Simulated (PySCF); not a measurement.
Simulation results for Al2B2H5, AlBClH4, CH6AlBN, AlBH4NSi and others

All values are calculated (PySCF 2.14.0). Calculation on a computer-drawn molecule: optimised geometry and harmonic frequencies of an isolated molecule of the commonest isotopes, restricted reference for singlets and unrestricted otherwise, frozen core in MP2.

(1) Al2B2H5

Start structure:
```xyz
9
Al2B2H5
B      1.6660    -1.8127    -2.2248
Al     0.9651     0.0055    -1.7325
Al     0.0559     2.4567    -1.2697
B     -0.9427     4.0511    -0.4198
H      1.1430    -2.4761    -3.0888
H      2.8613    -2.0651    -2.0097
H      0.9325     2.5050    -2.7420
H     -1.4261     3.8972     0.5487
H     -0.9811     5.0813    -0.9943
```

| Property | Result |
| --- | --- |
| charge | 1 |
| multiplicity | 1 |
| method | HF |
| basis | cc-pV(D+d)Z |
| rotational constants | 13.54, 1.378, 1.277 GHz |
| total energy | -535.7951 hartree |
| convergence status largest gradient component | 8.337e-06 hartree/bohr |

Drawn bonds:
```tsv
atom	other atom	order
1	2	1
2	3	1
3	4	1
1	5	1
1	6	1
3	7	1
4	8	1
4	9	1
```

Optimised structure:
```xyz
9
Al2B2H5
B      1.5071    -1.8208    -2.1489
Al     1.0653     0.3051    -1.9997
Al     0.5637     2.9785    -1.8661
B     -0.9252     3.6491    -0.4784
H      0.8986    -2.5006    -2.9190
H      2.3563    -2.3001    -1.4599
H      1.5130     3.6741    -2.9039
H     -0.6311     3.9278     0.6476
H     -2.0738     3.7297    -0.8047
```

Modes:
```tsv
frequency (cm⁻¹)	reduced mass (dalton)
24.19	1.044
72.61	3.499
101.1	2.799
150.1	5.405
152.1	1.153
255.8	9.463
344.4	1.094
544.5	1.364
561	1.225
568.1	4.64
588.2	3.219
610.7	1.31
858.7	1.309
897.3	1.344
1208	1.111
1223	1.116
2039	1.043
2694	1.05
2711	1.048
2789	1.125
2820	1.128
```

(2) AlBClH4

Start structure:
```xyz
7
AlBClH4
B     -0.5494    -1.6248     2.3367
Al     0.2321    -2.1581     0.4858
Cl    -1.4009    -3.0389    -0.6472
H     -0.9547    -0.5799     2.6598
H     -0.5852    -2.3280     3.3278
H      0.6949    -0.8965    -0.4775
H      1.3805    -3.2550     0.4606
```

| Item | Value |
| --- | --- |
| charge | -1 |
| multiplicity | 1 |
| method | HF |
| basis | aug-cc-pV(D+d)Z |
| rotational constants | 11.6, 3.492, 2.855 GHz |
| total energy | -728.5057 hartree |
| convergence status largest gradient component | 3.522e-05 hartree/bohr |

Drawn bonds:
```tsv
atom	other atom	order
1	2	1
2	3	1
1	4	1
1	5	1
2	6	1
2	7	1
```

Optimised structure:
```xyz
7
AlBClH4
B     -0.5313    -1.6103     2.3834
Al     0.2845    -2.1393     0.4222
Cl    -1.5286    -3.0802    -0.6355
H     -1.0105    -0.5260     2.6654
H     -0.6021    -2.3836     3.3222
H      0.7530    -0.8716    -0.4815
H      1.4523    -3.2702     0.4697
```

Modes:
```tsv
frequency (cm⁻¹)	reduced mass (dalton)
21.78	1.038
126	3.86
352.7	18.68
376	1.049
531.8	3.688
536.8	1.14
675.1	1.313
707.5	1.124
836.2	1.059
892.6	1.366
1254	1.139
1740	1.052
1792	1.026
2519	1.057
2545	1.116
```

(3) AlBClH4

Start structure:
```xyz
7
AlBClH4
B     -0.5313    -1.6103     2.3834
Al     0.2845    -2.1393     0.4222
Cl    -1.5286    -3.0802    -0.6355
H     -1.0105    -0.5260     2.6654
H     -0.6021    -2.3836     3.3222
H      0.7530    -0.8716    -0.4815
H      1.4523    -3.2702     0.4697
```

| Property | Result |
| --- | --- |
| charge | -1 |
| multiplicity | 1 |
| method | MP2 |
| basis | aug-cc-pV(D+d)Z |
| rotational constants | 10.95, 3.692, 2.942 GHz |
| total energy | -728.8329 hartree |
| convergence status largest gradient component | 3.13e-05 hartree/bohr |

Drawn bonds:
```tsv
atom	other atom	order
1	2	1
2	3	1
1	4	1
1	5	1
2	6	1
2	7	1
```

Optimised structure:
```xyz
7
AlBClH4
B     -0.5260    -1.6156     2.3647
Al     0.3222    -2.1274     0.4270
Cl    -1.5531    -3.0460    -0.5315
H     -1.0453    -0.5431     2.6402
H     -0.6309    -2.4042     3.2934
H      0.7757    -0.8730    -0.4996
H      1.4748    -3.2719     0.4516
```

Modes:
```tsv
frequency (cm⁻¹)	reduced mass (dalton)
51.78	1.12
98.71	2.958
356	1.064
357.6	13.02
505.4	1.09
531.4	4.231
638.6	1.324
674.5	1.127
799.8	1.06
847.4	1.373
1194	1.141
1742	1.053
1780	1.027
2487	1.058
2529	1.116
```

(4) CH6AlBN

Start structure:
```xyz
10
CH6AlBN
B     -1.2334    -0.5362     0.1802
Al     0.2346    -1.7440    -0.5650
N      1.6324    -0.8117    -1.4518
C      1.8097    -0.3249    -2.7023
H     -1.1609    -0.0615     1.2225
H     -2.0052     0.0042    -0.6417
H      0.7578    -3.2140    -0.6509
H      2.3332    -0.4870    -0.7798
H      1.1505    -0.5119    -3.5436
H      2.6816     0.4070    -2.8545
```

| Quantity | Value |
| --- | --- |
| charge | 0 |
| multiplicity | 2 |
| method | HF |
| basis | cc-pV(D+d)Z |
| rotational constants | 10.29, 3.533, 2.691 GHz |
| total energy | -362.3622 hartree |
| spin squared | 0.7607 |
| convergence status largest gradient component | 2.344e-05 hartree/bohr |

Drawn bonds:
```tsv
atom	other atom	order
1	2	1
2	3	1
3	4	1
1	5	1
1	6	1
2	7	1
3	8	1
4	9	1
4	10	1
```

Optimised structure:
```xyz
10
CH6AlBN
B     -1.2508    -0.4838    -0.1215
Al     0.5065    -1.6649    -0.5010
N      1.7343    -1.1333    -1.6893
C      1.7420    -0.0157    -2.5279
H     -1.2781     0.3983     0.6984
H     -2.2914    -0.6650    -0.7004
H      0.8366    -3.0392     0.2178
H      2.5350    -1.7191    -1.8427
H      0.9832     0.7400    -2.3606
H      2.6830     0.3027    -2.9598
```

Modes:
```tsv
frequency (cm⁻¹)	reduced mass (dalton)
105.2	1.069
117.4	3.005
174.7	1.709
234.1	1.385
318.7	3.306
408.7	1.081
548.6	3.974
609.3	1.346
623.7	1.326
645.8	1.364
657.1	1.166
769.8	3.066
905.7	1.386
1144	1.153
1250	1.138
1288	3.563
1510	1.328
1595	1.222
1966	1.042
2645	1.055
2709	1.12
3266	1.049
3377	1.121
3786	1.074
```

(5) AlBH4NSi

Start structure:
```xyz
8
AlBH4NSi
B      1.7434     0.1591    -2.2832
Al     0.1225    -0.4290    -1.3862
N     -1.3586    -0.9978    -0.5961
Si    -2.6779    -1.5317     0.2107
H      2.5262    -0.6675    -2.7096
H      1.9994     1.3264    -2.3673
H     -3.9954    -1.8497    -0.5675
H     -2.8617    -1.7350     1.6020
```

| Quantity | Value |
| --- | --- |
| charge | 0 |
| multiplicity | 2 |
| method | HF |
| basis | cc-pV(D+d)Z |
| rotational constants | 23.97, 1.681, 1.622 GHz |
| total energy | -612.2603 hartree |
| spin squared | 0.832 |
| convergence status largest gradient component | 5.343e-06 hartree/bohr |

Drawn bonds:
```tsv
atom	other atom	order
1	2	1
2	3	2
3	4	1
1	5	1
1	6	1
4	7	1
4	8	1
```

Optimised structure:
```xyz
8
AlBH4NSi
B      1.5523     0.1826    -2.2342
Al     0.5545    -1.1873    -0.9429
N     -1.1237    -1.2780    -0.4426
Si    -2.5971    -1.4384     0.0567
H      1.7356    -0.0829    -3.3946
H      2.1486     1.1297    -1.7894
H     -3.6298    -2.2411    -0.6239
H     -3.1425    -0.8099     1.2738
```

Modes:
```tsv
frequency (cm⁻¹)	reduced mass (dalton)
82.05	4.188
89.77	2.756
159	1.265
200.8	7.643
218.5	1.107
460.9	5.475
515.7	1.219
643	9.617
732.4	1.185
750.6	1.247
858.6	1.37
1092	1.059
1200	1.14
1379	14.07
2343	1.055
2351	1.03
2636	1.051
2715	1.123
```

(6) CH5B2

Start structure:
```xyz
8
CH5B2
B      0.2537     0.0499    -0.5984
B      0.8030     0.2195     0.9443
C      1.3329     0.4514     2.2499
H      1.1839    -0.5924    -1.2291
H      0.0600     1.0804    -1.2018
H     -0.6992    -0.7000    -0.7231
H      0.8270     0.8451     3.0410
H      2.3074     0.0931     2.5780
```

| Quantity | Value |
| --- | --- |
| charge | -1 |
| multiplicity | 1 |
| method | HF |
| basis | aug-cc-pVDZ |
| rotational constants | 86.38, 6.389, 6.258 GHz |
| total energy | -90.0961 hartree |
| convergence status largest gradient component | 3.159e-05 hartree/bohr |

Drawn bonds:
```tsv
atom	other atom	order
1	2	1
2	3	2
1	4	1
1	5	1
1	6	1
3	7	1
3	8	1
```

Optimised structure:
```xyz
8
CH5B2
B      0.2691     0.0182    -0.6416
B      0.8217     0.2484     0.9492
C      1.3400     0.4089     2.2603
H      1.2140    -0.5672    -1.2094
H      0.0554     1.0951    -1.2153
H     -0.7354    -0.7062    -0.6768
H      0.7695     0.8779     3.0569
H      2.3345     0.0719     2.5375
```

Modes:
```tsv
frequency (cm⁻¹)	reduced mass (dalton)
118.3	1.025
244.8	1.628
312.3	2.156
534.1	1.265
659.4	2.993
671.2	1.319
815.2	1.624
879	2.176
1155	1.266
1202	1.05
1229	1.064
1380	1.387
1596	3.186
2294	1.086
2341	1.105
2359	1.045
3247	1.061
3311	1.108
```

(7) B2H6N

Start structure:
```xyz
9
B2H6N
B      1.0908     1.8858    -0.0472
B     -0.1012     2.0281    -1.2937
N      0.2499     1.6644    -2.6178
H      1.2975     2.9634     0.5372
H      0.7065     1.0581     0.8690
H      2.1716     1.4037    -0.3689
H     -1.2289     2.4860    -1.1123
H     -0.4565     1.7625    -3.4079
H      1.1259     1.4248    -2.8419
```

| Quantity | Value |
| --- | --- |
| charge | -1 |
| multiplicity | 1 |
| method | HF |
| basis | aug-cc-pVDZ |
| rotational constants | 39.06, 7.403, 6.556 GHz |
| total energy | -107.3255 hartree |
| convergence status largest gradient component | 1.401e-05 hartree/bohr |

Drawn bonds:
```tsv
atom	other atom	order
1	2	1
2	3	1
1	4	1
1	5	1
1	6	1
2	7	1
3	8	1
3	9	1
```

Optimised structure:
```xyz
9
B2H6N
B      1.0959     1.8664     0.0098
B     -0.0558     2.0292    -1.2698
N      0.2140     1.7042    -2.6353
H      1.2880     2.9769     0.5600
H      0.6574     1.0836     0.8862
H      2.1987     1.4269    -0.4097
H     -1.2125     2.4373    -1.1335
H     -0.4390     1.7927    -3.3825
H      1.1088     1.3596    -2.9087
```

Modes:
```tsv
frequency (cm⁻¹)	reduced mass (dalton)
121.1	1.181
293.3	1.899
403.5	1.115
488.9	1.194
673.3	1.936
789.6	1.24
793.8	1.472
983.6	1.456
990.9	1.302
1153	1.283
1170	1.984
1212	1.125
1212	1.059
1319	2.273
1732	1.168
2185	1.095
2218	1.097
2265	1.04
2400	1.086
3790	1.048
3896	1.099
```

(8) B2H4NO

Start structure:
```xyz
8
B2H4NO
B      1.4681    -2.1740    -2.4504
N      2.2652    -2.5614    -1.1958
B      1.7835    -3.4191    -0.2528
O      1.5016    -4.1990     0.6636
H      1.3439    -0.9592    -2.4936
H      0.4226    -2.7368    -2.6320
H      2.1661    -2.4181    -3.4747
H      3.0749    -2.1427    -1.1390
```

| Item | Value |
| --- | --- |
| charge | -1 |
| multiplicity | 1 |
| method | HF |
| basis | aug-cc-pVDZ |
| rotational constants | 37.85, 4.047, 3.769 GHz |
| total energy | -181.1466 hartree |
| convergence status largest gradient component | 3.238e-05 hartree/bohr |

Drawn bonds:
```tsv
atom	other atom	order
1	2	1
2	3	1
3	4	2
1	5	1
1	6	1
1	7	1
2	8	1
```

Optimised structure:
```xyz
8
B2H4NO
B      1.4810    -2.1427    -2.5324
N      2.2462    -2.5693    -1.1929
B      1.8248    -3.4316    -0.2376
O      1.4714    -4.2039     0.6401
H      1.2855    -0.9150    -2.5267
H      0.4031    -2.7470    -2.5619
H      2.1717    -2.4468    -3.5203
H      3.1421    -2.1539    -1.0429
```

Modes:
```tsv
frequency (cm⁻¹)	reduced mass (dalton)
95.83	1.303
192	3.513
320.8	1.125
568.2	5.891
597.7	11.39
741.2	3.072
989.9	1.258
993	1.711
1100	2.52
1242	1.078
1259	1.12
1266	1.112
1357	1.616
2054	10.42
2280	1.105
2321	1.082
2373	1.057
3820	1.074
```
